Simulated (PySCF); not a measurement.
CH2Cl, SMILES [CH2]Cl (connectivity only; charge and spin as stated), charge +1, multiplicity 1.

Geometry: B3LYP-D3(BJ)/def2-TZVP. The spin state was assumed, not searched. The isomer is the one that the SMILES or the coordinates give; other isomers of the formula were not compared.

Two levels are set side by side: PBE/def2-TZVPD (PySCF) and PBE0/def2-TZVPD (PySCF). Same geometry, gas phase. Differences are taken from unrounded values.

| quantity | PBE0 |
|---|---|
| orbital gap (eV) | 5.56 |
| highest occupied level (eV) | -16.82 |
| lowest empty level (eV) | -11.27 |
| mean polarisability (bohr³) | 21.2 |

### Question
What does PBE give, and how far is it from PBE0? (The exact figures need the calculation; the answer reports its results.)

### Answer

| quantity | PBE | PBE minus PBE0 |
|---|---|---|
| orbital gap (eV) | 2.98 | -2.58 |
| highest occupied level (eV) | -15.38 | 1.44 |
| lowest empty level (eV) | -12.41 | -1.14 |
| mean polarisability (bohr³) | 21.5 | 0.3 |

Without exact exchange PBE keeps part of each electron's self-repulsion, which lifts occupied levels and narrows the gap. Differences between two approximate levels are no errors against the true value.

Rough cost on one machine, each run with all the roots and properties that it gave: PBE0 against PBE within a factor of 2.
